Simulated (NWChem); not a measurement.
**Atomisation of germylsilane (H6GeSi)**

```xyz
8

Si     0.0618     1.6043     0.0000
Ge    -0.0299    -0.7770     0.0000
H      0.7828     2.0914     1.2154
H      0.7828     2.0914    -1.2154
H     -1.3209     2.1723     0.0000
H     -0.7716    -1.2892     1.2495
H     -0.7716    -1.2892    -1.2495
H      1.3910    -1.3725     0.0000
```
Charge 0, spin multiplicity 1.

Everything below was run with NWChem. The geometry was optimised at PBE0/def2-SVP, a minimum by its harmonic frequencies.

Basis set: def2-TZVP. The atomisation energy is electronic alone: no zero-point, thermal, spin-orbit or counterpoise terms. No value is extrapolated to the basis-set limit. Free atoms are single determinants with multiplicities Si 3, Ge 3, H 2.

The Hamiltonian is non-relativistic. The stability of the SCF solutions was not checked. Open-shell Hartree-Fock references start from PBE0 orbitals.

### Question
One of these methods gave an atomisation energy of 389.3 kcal/mol. Which?
(A) PBE
(B) BHandHLYP
(C) PBE0
(D) HF

### Answer
D, HF. The others give 498.6 (PBE0), 502.9 (BHandHLYP), 496.5 (PBE).
